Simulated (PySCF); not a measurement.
C2H4F2, SMILES CC(F)F (connectivity only; charge and spin as stated), charge +1, multiplicity 2.

Coordinates come from a PBE0-D3(BJ)/def2-SVP optimisation. The spin state was assumed, not searched.

Two levels are set side by side: PBE/def2-TZVPD (PySCF) and CAM-B3LYP/def2-TZVPD (PySCF). Same geometry, gas phase. Differences are taken from unrounded values.

```json
[
 {"quantity": "α-spin orbital gap (eV)", "CAM-B3LYP": "13.79", "PBE": "8.95", "PBE minus CAM-B3LYP": "-4.84"},
 {"quantity": "β-spin orbital gap (eV)", "CAM-B3LYP": "8.47", "PBE": "3.02", "PBE minus CAM-B3LYP": "-5.45"},
 {"quantity": "mean polarisability (bohr³)", "CAM-B3LYP": "28.2", "PBE": "29.1", "PBE minus CAM-B3LYP": "1.0"}
]
```

PBE's more diffuse valence density responds more strongly to a field. Differences between two approximate levels are no errors against the true value.

Rough cost on one machine, each run with all the roots and properties that it gave: CAM-B3LYP against PBE within a factor of 2.
